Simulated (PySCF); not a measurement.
PySCF input (BP86/6-31G* (5d)):

```python
from pyscf import gto, dft

mol = gto.M(
    atom='''
    Si   -0.86502700   -0.33487300    0.06425900
    S     1.03741500    0.40160800   -0.07706500
    H    -1.25636600   -0.95344400    1.38776100
    H    -1.99173200    0.65087300   -0.15085700
    H    -1.24017100   -1.43494600   -0.90349100
    ''',
    basis='6-31g*',
    charge=-1,
    spin=0,
    verbose=4,
)

mf = dft.RKS(mol, xc='bp86')
mf.grids.level = 3
mf.conv_tol = 1e-9
mf.max_cycle = 100
mf.max_memory = 1500
mf.kernel()
if not mf.converged:
    mf = mf.newton()
    mf.kernel(mf.make_rdm1())
mf.dip_moment()
```

From the output:

```
Set gradient conv threshold to 3.16228e-05
Initial guess from minao.
tot grids = 67488
init E= -689.445979763909
  HOMO = -0.281019401887819  LUMO = -0.0423072696253308  gap/eV = 6.49569
cycle= 1 E= -689.510367616829  delta_E= -0.0644  |g|= 0.419  |ddm|= 2.01
  HOMO = 0.121816284738865  LUMO = 0.222353411536541  gap/eV = 2.73575
cycle= 2 E= -689.312356942905  delta_E= 0.198  |g|= 0.833  |ddm|= 2.44
  HOMO = 0.0249833446766202  LUMO = 0.205700908048699  gap/eV = 4.91758
cycle= 3 E= -689.578130682652  delta_E= -0.266  |g|= 0.111  |ddm|= 1.92
  HOMO = 0.017558286675634  LUMO = 0.18842208820657  gap/eV = 4.64944
cycle= 4 E= -689.58298578586  delta_E= -0.00486  |g|= 0.0449  |ddm|= 0.303
  HOMO = 0.0191569218778586  LUMO = 0.190332565964788  gap/eV = 4.65793
cycle= 5 E= -689.583685603255  delta_E= -0.0007  |g|= 0.00746  |ddm|= 0.0613
  HOMO = 0.0183632029353785  LUMO = 0.190610480308335  gap/eV = 4.68709
cycle= 6 E= -689.58371371921  delta_E= -2.81e-05  |g|= 0.000699  |ddm|= 0.0168
  HOMO = 0.0183209438226655  LUMO = 0.190633123263461  gap/eV = 4.68885
cycle= 7 E= -689.583713924485  delta_E= -2.05e-07  |g|= 0.000125  |ddm|= 0.00121
  HOMO = 0.0182955955286888  LUMO = 0.190624163303068  gap/eV = 4.68930
cycle= 8 E= -689.583713931867  delta_E= -7.38e-09  |g|= 1.87e-05  |ddm|= 0.000342
  HOMO = 0.0182954062748678  LUMO = 0.190624526702564  gap/eV = 4.68931
cycle= 9 E= -689.583713932001  delta_E= -1.33e-10  |g|= 1.54e-06  |ddm|= 3.3e-05
  HOMO = 0.0182949451591108  LUMO = 0.190624303368938  gap/eV = 4.68932
Extra cycle  E= -689.583713932002  delta_E= -1.71e-12  |g|= 1.55e-06  |ddm|= 5.37e-06
converged SCF energy = -689.583713932002

WARN: System has nonzero charge -1; the dipole moment is origin-dependent.
Location of origin: [0. 0. 0.]

Dipole moment(X, Y, Z, Debye): -1.60348, -0.62074,  0.11911
```

The dipole moment of an ion depends on the origin.

The geometry given is a B3LYP-D3(BJ)/def2-TZVP minimum.
